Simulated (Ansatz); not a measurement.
`N[Si](F)(F)S` + H₂ → `F[SiH](F)S` + NH₃ at 298.15 K and 1 bar (hydrogenolysis of the Si–N bond).

Calculated with Ansatz (gas phase, PBE0-D4/def2-TZVP geometries, no zero-point term in ΔE). CCSD(T)/CBS adds triple-zeta CCSD(T) − MP2 to the extrapolated MP2 energy (def2 sets, frozen cores). This one scheme is used for every species. Each species was taken in one conformer, which may not be the lowest.

| species | CCSD(T)/CBS energy (Eh) | H − E (kJ/mol) | S (J/(mol·K)) |
| --- | --- | --- | --- |
| `N[Si](F)(F)S` | -943.16306 | 132.9 | 343.2 |
| H₂ | -1.17544 | 35.1 | 130.4 |
| `F[SiH](F)S` | -887.80771 | 81.0 | 314.2 |
| NH₃ | -56.50880 | 100.5 | 192.4 |

H − E and S are ideal-gas, rigid-rotor, harmonic terms from PBE0-D4/def2-TZVP, for one conformer and one mirror image of each species. For small species the MP2-based limit differs from directly extrapolated CCSD(T) by up to some mEh (0.8 for H₂); such offsets cancel only in part. 1 Eh = 2625.50 kJ/mol, R = 8.31446 J/(mol·K).

By hand: ΔE, ΔH, ΔS and ΔG.

ΔE = (-887.80771) + (-56.50880) − (-943.16306) − (-1.17544) = 0.02199 Eh = 57.7 kJ/mol. Δ(H − E) = 81.0 + 100.5 − 132.9 − 35.1 = 13.5, so ΔH = 71.2 kJ/mol. ΔS = 314.2 + 192.4 − 343.2 − 130.4 = 33.0 J/(mol·K). ΔG = 71.2 − 298.15 × (33.0)/1000 = 61.4 kJ/mol.

By hand: the equilibrium constant, and the temperature at which ΔG would vanish if ΔH and ΔS stayed fixed.

log₁₀ K = −ΔG/(RT ln 10) = -10.8. ΔG = 0 at ΔH/ΔS = 2158 K.

ΔH outweighs TΔS. A doubt of 5 kJ/mol in ΔE shifts log₁₀ K by 0.9 here. Other conformers and mirror images would add mixing entropy, several J/(mol·K) or more a flexible species. These are equilibria of isolated gas molecules and say nothing of rates. Largest T1 diagnostic: 0.012 (customary marks: 0.02 for closed shells, 0.045 for open ones).
